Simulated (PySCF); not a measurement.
BaCl₂, SMILES [Cl][Ba][Cl].

The structure is a stationary point at B3LYP-D3(BJ)/def2-TZVP. The isomer is the one that the SMILES or the coordinates give; other isomers of the formula were not compared. The def2 effective core potentials stand for the cores of Ba; spin–orbit coupling is left out.

All values below come from PySCF with IEF-PCM-ωB97X/def2-SVP.

The values are the electrostatic part of the solvation free energy, E(continuum) − E(gas) at the gas-phase geometry, in a cavity of scaled van der Waals radii (PySCF's table); cavitation and dispersion terms are not included. A continuum can't describe solvent molecules that bind to the metal. In vacuum the orbital gap is 9.17 eV. The dipole moment in vacuum is 7.52 D.

```
solvent                    ε  ΔG(elec) (kcal/mol)  dipole (D)  gap (eV)
---------------------  -----  -------------------  ----------  --------
water                  78.36                -25.1        8.82     10.68
toluene                 2.37                -12.1        8.16      9.94
N,N-dimethylformamide  37.22                -24.6        8.79     10.65
```
